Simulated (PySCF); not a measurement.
Compound: C₃H₈O₂Si.
Structure used (GFN2-xTB), in Å, numbered top down from 1:
```
atom  x, y, z in Å
C1    -2.290    0.066    0.520
Si2   -0.715    0.443   -0.443
O3     0.458    1.032    0.547
C4     1.688    0.425    0.284
C5     1.415   -0.920   -0.422
O6     0.122   -0.877   -0.953
H7    -2.695    0.977    0.945
H8    -2.129   -0.641    1.329
H9    -3.039   -0.348   -0.144
H10   -0.915    1.318   -1.597
H11    2.222    0.288    1.227
H12    2.275    1.081   -0.368
H13    2.128   -1.093   -1.232
H14    1.473   -1.752    0.287
```

Level of theory: TDDFT PBE0/def2-SVPD, vertical, gas phase, core orbitals frozen in the response in PySCF.

Excitation energies and transition dipoles (atomic units, axes of the coordinates) of those of the lowest 6 singlets that add 0.02 au or more to the mean polarisability:

```
state  ΔE (hartree)      μx      μy      μz
   S1        0.2660   0.073  -0.056   0.024
   S3        0.2741   0.115   0.164  -0.099
   S4        0.2809  -0.150   0.037  -0.270
   S5        0.2876  -0.185   0.143   0.065
   S6        0.2901  -0.706  -0.142   0.371
```

**Question.** What does each state add to αxx, αyy and αzz, and how do the sums compare with the full static tensor?

**Answer.** Each state adds 2 μα² / ΔE.

| state | αxx (au) | αyy (au) | αzz (au) |
| --- | --- | --- | --- |
| S1 | 0.04 | 0.02 | 0.00 |
| S3 | 0.10 | 0.20 | 0.07 |
| S4 | 0.16 | 0.01 | 0.52 |
| S5 | 0.24 | 0.14 | 0.03 |
| S6 | 3.44 | 0.14 | 0.95 |
| all 6 states | 4.0 | 0.5 | 1.6 |
| full response | 74.7 | 58.7 | 58.8 |
| share (%) | 5 | 1 | 3 |

The rest comes from the higher roots of the same response equations.

**Question.** Give the full tensor and its principal values.

**Answer.** In au, rows and columns x, y, z:
```
x   74.7 -2.1 -1.6
y   -2.1 58.7 -1.1
z   -1.6 -1.1 58.8
```
Principal values 57.3, 59.9 and 75.1 au; mean 64.1 au (9.49 Å³).

**Question.** By how much does the contribution of these states grow at 589.3 nm?

**Answer.** With ω = 0.0773 hartree each state's term in the mean polarisability goes from f / ΔE² to f / (ΔE² − ω²), f = (2/3) ΔE |μ|²; the sum over all 6 states goes from 2.04 to 2.19 au, a rise of 0.16 au.

One conformer stands for the species.

Without π bonds the low states are Rydberg-like; a valence basis with one diffuse set may place them up to an eV too high.
